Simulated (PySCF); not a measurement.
**Two-dimensional NMR puzzle**

Compound of formula C₆H₅F. Correlations simulated from computed shifts and couplings:

HSQC (one-bond C–H):
```tsv
δH	δC	1J(C,H) (Hz)
7.66	135.7	166
7.39	128.9	165
7.37	121.4	168
```

COSY cross peaks (|J| ≥ 2 Hz):
```tsv
δH	δH	abs. J (Hz)	bonds
7.66	7.39	8.5	3
7.66	7.37	9.5	3
```

HMBC (two and three bonds, |J| ≥ 2.5 Hz):
```tsv
δH	δC [abs. J in Hz]
7.66	173.1 [11.2], 135.7 [9.2]
7.39	121.4 [8.5]
7.37	173.1 [4.8], 128.9 [8.0], 121.4 [4.3]
```

Carbons without hydrogens: δ 173.1.

PySCF 2.14.0 with density-fitted response routines calculation with geometry: GFN2-xTB, J: B3LYP/pcJ-1 (spin–dipole term only in couplings to heteroatoms) and σ from GIAO-PBE0/pcSseg-1; no relativistic terms, a single conformation, no solvent model, fast rotation and ring inversion assumed for equivalent nuclei.

References, each an isolated molecule treated in the same way: 1H and 13C against TMS.

Exchangeable hydrogens are left out of these lists, and C,H couplings along chains are those of one rotamer, so weak HMBC peaks may be missing or extra.

Question: Work out the connectivity.

Answer: `Fc1ccccc1`.

Mapped SMILES: `[F:1][c:2]1[cH:3][cH:4][cH:5][cH:6][cH:7]1`. Each H is labelled by its parent atom.

δC 173.1 is C2, an aromatic carbon bearing fluorine. δC 135.7 is C4/C6, an aromatic CH (δH 7.66). δC 128.9 is C5, an aromatic CH (δH 7.39). δC 121.4 is C3/C7, an aromatic CH (δH 7.37). HMBC from δH 7.66 reaches the proton-free carbon C2. HMBC from δH 7.37 reaches the proton-free carbon C2. COSY links 7.66–7.39, 7.66–7.37.

The shifts were computed for this structure.

Common functionals overestimate the size of one-bond C–F couplings by tens of Hz; these are unscaled. Unscaled 3J(H,H) at this level run about 10 % above measured values. Shifts are as computed. Against solution values, carbons near 30 ppm lie about +3 ppm off and those near 130 ppm about +5 ppm. Of 1211 compounds with measured shifts, 218 miss one by over three times the rms of a fit or turn the order of signals round; such compounds aren't used in these exercises.
